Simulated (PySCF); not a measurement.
Diagnose this run.

A TDDFT job on [V2O7]4-, SMILES `[O]=[V]([O-])([O-])[O][V](=[O])([O-])[O-]` (charge -4 and singlet state). Theory: TDDFT wB97X-D/def2-SVPD, vertical, gas phase, core orbitals frozen in the response (PySCF 2.14.0, density-fitted response routines).

Driver input (Å, PBE0-D3(BJ)/def2-SVP geometry):

```
{"job": {"kind": "uv", "xc": "wB97X-D", "basis": "def2-SVPD", "dynamic": true, "nstates": 6, "ntriplets": 0}, "charge": -4, "multiplicity": 1}
O     -2.6867     0.5336    -1.0311
V     -1.6197     0.8789     0.2144
O     -1.4005     2.5391     0.2577
O     -2.3447     0.4190     1.6532
O      0.0049    -0.0038    -0.0289
V      1.6321    -0.8828    -0.2563
O      1.3982    -2.5036    -0.6105
O      2.5641    -0.7926     1.1327
O      2.5107    -0.2040    -1.5117
```

Output:

```
coarse grid: 51384 points
cycle   1  E = -2412.2139686006  dE =  6.556e-01  |g| = 2.614e+00  |ddm| = 6.427e+00
cycle   2  E = -2396.6784890930  dE =  1.554e+01  |g| = 1.015e+01  |ddm| = 1.863e+02
cycle   3  E = -2413.3405068166  dE = -1.666e+01  |g| = 1.060e+00  |ddm| = 1.843e+02
cycle   4  E = -2413.4951865975  dE = -1.547e-01  |g| = 5.812e-01  |ddm| = 1.910e+00
cycle   5  E = -2413.5558214199  dE = -6.063e-02  |g| = 1.516e-01  |ddm| = 6.233e-01
cycle   6  E = -2413.5599461212  dE = -4.125e-03  |g| = 5.542e-02  |ddm| = 4.306e-01
cycle   7  E = -2413.5605400389  dE = -5.939e-04  |g| = 1.321e-02  |ddm| = 1.257e-01
cycle   8  E = -2413.5605478224  dE = -7.783e-06  |g| = 1.419e-02  |ddm| = 4.418e-02
cycle   9  E = -2413.5605861692  dE = -3.835e-05  |g| = 1.671e-03  |ddm| = 2.442e-02
cycle  10  E = -2413.5605880842  dE = -1.915e-06  |g| = 1.243e-03  |ddm| = 1.996e-02
final grid: 105040 points
cycle  11  E = -2413.5595562253  dE = -1.347e-06  |g| = 2.706e-03  |ddm| = 1.279e-02
cycle  12  E = -2413.5595516837  dE =  4.542e-06  |g| = 5.699e-03  |ddm| = 7.290e-03
cycle  13  E = -2413.5595578023  dE = -6.119e-06  |g| = 5.112e-04  |ddm| = 4.903e-03
cycle  14  E = -2413.5595578472  dE = -4.490e-08  |g| = 3.700e-04  |ddm| = 1.464e-03
cycle  15  E = -2413.5595578917  dE = -4.456e-08  |g| = 1.219e-04  |ddm| = 1.749e-03
cycle  16  E = -2413.5595579001  dE = -8.417e-09  |g| = 2.777e-05  |ddm| = 9.535e-04
cycle  17  E = -2413.5595579004  dE = -2.710e-10  |g| = 3.847e-05  |ddm| = 2.915e-04
cycle  18  E = -2413.5595579007  dE = -2.674e-10  |g| = 9.355e-06  |ddm| = 7.188e-05
converged SCF energy = -2413.5595579007

Static polarisability (au): isotropic 161.474, principal 153.070 153.124 178.227

Singlet excitations
state   eV       nm        f      main configurations
  1   2.3596    525.4   0.00000   H-2->L 0.53, H-2->L+1 0.24, H-3->L+1 0.16
  2   2.3632    524.6   0.00000   H-3->L 0.53, H-3->L+1 0.24, H-2->L+1 0.16
  3   2.6802    462.6   0.00016   H->L 0.66, H-4->L+1 0.13, H-5->L+1 0.09
  4   2.6805    462.5   0.00016   H-1->L 0.66, H-5->L+1 0.13, H-4->L+1 0.09
  5   2.7849    445.2   0.00000   H-4->L 0.36, H->L+1 0.34, H-1->L+1 0.16
  6   2.7850    445.2   0.00000   H-5->L 0.36, H-1->L+1 0.34, H->L+1 0.16
```

The SCF starts on a coarse grid; the energy jumps when the final grid takes over, and dE counts afresh there.

Frontier levels of this run: HOMO 7.03 eV, LUMO 12.86 eV.

Question: Which diagnosis fits best?
A. unstable closed-shell reference
B. outermost orbital of the anion above zero energy, confined by the basis
C. response equations not converged
D. SCF not converged

Answer: B. The HOMO energy is +7.03 eV. With an occupied level above zero, a larger and more diffuse basis would let charge leak away from the ion at this level of theory; the finite basis confines it.

How can it be mended?

Treat the excitation energies and the polarisability as basis-dependent; try a long-range-corrected functional, a counter-ion or a solvent model.

Hardware: Intel Xeon Platinum 8259CL at 2.50 GHz, one thread, shared host with 96 logical CPUs at a one-minute load of 38. Cost: 96 s wall, 1.1 GiB resident at most.

The pairwise dispersion term of wB97X-D wasn't added to the energies; at a given geometry it leaves orbitals and properties as they are.
